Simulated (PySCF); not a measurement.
Molfile (atoms numbered from 1):
```
C6H10ClFS
     RDKit          3D

 19 18  0  0  0  0  0  0  0  0999 V2000
    2.6912   -0.7868   -0.1612 C   0  0  0  0  0  0  0  0  0  0  0  0
    2.1514    0.3139    0.6925 C   0  0  0  0  0  0  0  0  0  0  0  0
    2.9184    1.7290    0.9120 S   0  0  0  0  0  0  0  0  0  0  0  0
    0.7890    0.1043    1.3157 C   0  0  2  0  0  0  0  0  0  0  0  0
    0.8654   -1.3353    2.4158 Cl  0  0  0  0  0  0  0  0  0  0  0  0
   -0.3164   -0.0769    0.2883 C   0  0  0  0  0  0  0  0  0  0  0  0
   -1.7081   -0.1264    0.8977 C   0  0  0  0  0  0  0  0  0  0  0  0
   -2.7897   -0.2979   -0.1410 C   0  0  0  0  0  0  0  0  0  0  0  0
   -2.7409    0.7269   -1.0573 F   0  0  0  0  0  0  0  0  0  0  0  0
    3.7516   -0.6214   -0.3852 H   0  0  0  0  0  0  0  0  0  0  0  0
    2.1366   -0.8130   -1.1155 H   0  0  0  0  0  0  0  0  0  0  0  0
    2.5472   -1.7640    0.3247 H   0  0  0  0  0  0  0  0  0  0  0  0
    0.5760    0.9594    1.9700 H   0  0  0  0  0  0  0  0  0  0  0  0
   -0.1262   -0.9925   -0.2966 H   0  0  0  0  0  0  0  0  0  0  0  0
   -0.2602    0.7720   -0.4137 H   0  0  0  0  0  0  0  0  0  0  0  0
   -1.8970    0.8000    1.4663 H   0  0  0  0  0  0  0  0  0  0  0  0
   -1.7730   -0.9597    1.6163 H   0  0  0  0  0  0  0  0  0  0  0  0
   -2.6635   -1.2504   -0.6871 H   0  0  0  0  0  0  0  0  0  0  0  0
   -3.7880   -0.2983    0.3279 H   0  0  0  0  0  0  0  0  0  0  0  0
  1  2  1  0
  2  3  2  0
  2  4  1  0
  4  5  1  0
  4  6  1  0
  6  7  1  0
  7  8  1  0
  8  9  1  0
  1 10  1  0
  1 11  1  0
  1 12  1  0
  4 13  1  1
  6 14  1  0
  6 15  1  0
  7 16  1  0
  7 17  1  0
  8 18  1  0
  8 19  1  0
M  END
```

Geometry: PBE0-D3(BJ)/def2-SVP; GIAO shifts from PySCF 2.14.0 with density-fitted response routines, gas phase, non-relativistic, averaged over equivalent atoms.

At B97-2/pcSseg-1 (217 basis functions, 70 s wall time on 1 thread of an Arm Neoverse N1, shared host):
```json
{"atoms": "C2", "δ (ppm)": "265.1"}
{"atoms": "C8", "δ (ppm)": "83.2"}
{"atoms": "C4", "δ (ppm)": "78.6"}
{"atoms": "C6", "δ (ppm)": "35.4"}
{"atoms": "C1", "δ (ppm)": "35.3"}
{"atoms": "C7", "δ (ppm)": "31.7"}
{"atoms": "S3", "δ (ppm)": "1015.6"}
{"atoms": "Cl5", "δ (ppm)": "180.3"}
{"atoms": "F9", "δ (ppm)": "-239.9"}
{"atoms": "H19", "δ (ppm)": "4.73"}
{"atoms": "H13", "δ (ppm)": "4.38"}
{"atoms": "H18", "δ (ppm)": "4.34"}
{"atoms": "H10/H11/H12", "δ (ppm)": "3.08"}
{"atoms": "H15", "δ (ppm)": "2.21"}
{"atoms": "H17", "δ (ppm)": "1.80"}
{"atoms": "H16", "δ (ppm)": "1.67"}
{"atoms": "H14", "δ (ppm)": "1.50"}
```

Referencing at the same level of theory: ¹³C (σref 183.69), ¹H (σref 31.38) against TMS; CS2 for ³³S (σref 499.83); ³⁵Cl (σref 937.79) vs HCl; ¹⁹F (σref 178.12) vs CFCl3.

Q: Predict the values at PBE0/pcSseg-1 on the same geometry.

A: 
| atoms | δ at PBE0/pcSseg-1 | change |
| --- | --- | --- |
| C2 | 271.6 | +6.5 |
| C8 | 83.9 | +0.7 |
| C4 | 79.4 | +0.8 |
| C6 | 35.6 | +0.2 |
| C1 | 35.7 | +0.4 |
| C7 | 31.8 | +0.1 |
| S3 | 1044.3 | +28.7 |
| Cl5 | 184.7 | +4.4 |
| F9 | -243.0 | -3.1 |
| H19 | 4.75 | +0.02 |
| H13 | 4.39 | +0.01 |
| H18 | 4.35 | +0.01 |
| H10/H11/H12 | 3.09 | +0.01 |
| H15 | 2.20 | -0.01 |
| H17 | 1.78 | -0.02 |
| H16 | 1.67 | +0.00 |
| H14 | 1.48 | -0.02 |

Shifts are taken against calculated references (same method and geometry level): ¹³C (184.41 ppm) and ¹H (31.27 ppm) vs TMS; ³³S (495.66 ppm) against CS2; ³⁵Cl (943.27 ppm) vs HCl; CFCl3 for ¹⁹F (177.25 ppm).

The largest change is at S3 (thione sulfur). Cost: 217 basis functions, 96 s wall time on 1 thread of an Arm Neoverse N1, shared host. The order of the carbon signals changes between the two levels.

Carbons that carry Cl, above all several Cl atoms, come out too deshielded, partly because spin–orbit coupling is missing. Unscaled 19F shifts against computed CFCl3 carry errors that often reach 10 to 50 ppm.
